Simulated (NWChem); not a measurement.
## Excited singlets of H4OSi by symmetry

SMILES: [SiH3]O
```xyz
6

Si     0.5275    -0.0898     0.0000
O     -1.0959     0.2835     0.0000
H      0.9203    -0.8819    -1.2089
H      1.2536     1.2083     0.0000
H      0.9203    -0.8819     1.2089
H     -1.7115    -0.4547     0.0000
```
Charge 0, spin multiplicity 1.

Program: NWChem. Structure: optimised with PBE0/def2-SVP, a minimum by its harmonic frequencies.

Basis set: aug-cc-pVDZ. Symmetry labels belong to the abelian group Cs used in the runs, with the axes of the coordinates shown. Entries are the lowest vertical excitation energy of each symmetry in eV (for CIS and TDDFT among the lowest few roots); a state of one symmetry need not have the same character in every method. Symmetries that some method's roots don't reach, or where a double excitation leads the EOM-CCSD root, are left out.

The correlated methods keep 6 core orbitals frozen. B3LYP has NWChem's definition, with VWN1-RPA local correlation. The structure started from a generated list of species. Coupled-cluster values serve here as a point of comparison, not as the truth.

| method | a" | a' |
|---|---|---|
| CIS | 8.26 | 9.05 |
| TD-PBE | 6.08 | 6.84 |
| TD-B3LYP | 6.59 | 7.37 |
| TD-PBE0 | 6.77 | 7.55 |
| EOM-CCSD | 7.15 | 8.08 |
